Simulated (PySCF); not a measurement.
Isomers of C3H7F3OSi, one conformer each; single-point electronic energies without zero-point terms and without any empirical dispersion term.

Level: PBE0/pcSseg-1 in PySCF, non-relativistic, each on one gas-phase PBE0-D3(BJ)/def2-SVP geometry that isn't relaxed in the solvent. The solvent is an IEF-PCM continuum (Bondi radii, 1.10 Å for H, scaled by 1.2). Only the electrostatic response of the medium enters.

```tsv
isomer	relative energy, gas (kJ/mol)	dipole (D)
`C[SiH2]OCC(F)(F)F`	0.0	2.70
`C[C@@H](O[SiH3])C(F)(F)F`	29.7	1.81
`FC(F)(F)CCO[SiH3]`	34.1	1.73
`CCO[SiH2]C(F)(F)F`	44.3	2.14
```

Task: How do the relative energies look in chloroform (ε = 4.711)?

Result: 
```json
{"isomer": "`C[SiH2]OCC(F)(F)F`", "relative energy, solvent (kJ/mol)": "0.0", "E(solvent) − E(gas) (kJ/mol)": "-12.1", "dipole in solvent (D)": "3.03"}
{"isomer": "`C[C@@H](O[SiH3])C(F)(F)F`", "relative energy, solvent (kJ/mol)": "33.3", "E(solvent) − E(gas) (kJ/mol)": "-8.4", "dipole in solvent (D)": "2.13"}
{"isomer": "`FC(F)(F)CCO[SiH3]`", "relative energy, solvent (kJ/mol)": "36.1", "E(solvent) − E(gas) (kJ/mol)": "-10.1", "dipole in solvent (D)": "1.86"}
{"isomer": "`CCO[SiH2]C(F)(F)F`", "relative energy, solvent (kJ/mol)": "47.4", "E(solvent) − E(gas) (kJ/mol)": "-9.0", "dipole in solvent (D)": "2.39"}
```

The order is unchanged. Conformers: `[CH3:1][SiH2:2][O:3][CH2:4][C:5]([F:6])([F:7])[F:8]` with C1–Si2–O3–C4 -179°, Si2–O3–C4–C5 -179°; `[CH3:1][C@@H:2]([O:3][SiH3:4])[C:5]([F:6])([F:7])[F:8]` with C1–C2–O3–Si4 -157°; `[F:1][C:2]([F:3])([F:4])[CH2:5][CH2:6][O:7][SiH3:8]` with C2–C5–C6–O7 179°, C5–C6–O7–Si8 -178°; `[CH3:1][CH2:2][O:3][SiH2:4][C:5]([F:6])([F:7])[F:8]` with C1–C2–O3–Si4 179°, C2–O3–Si4–C5 65°. `C[SiH2]OCC(F)(F)F` gains most from the continuum, and it has the largest gas-phase dipole. The gains span 3.7 kJ/mol, the gas-phase energies 44.3 kJ/mol.
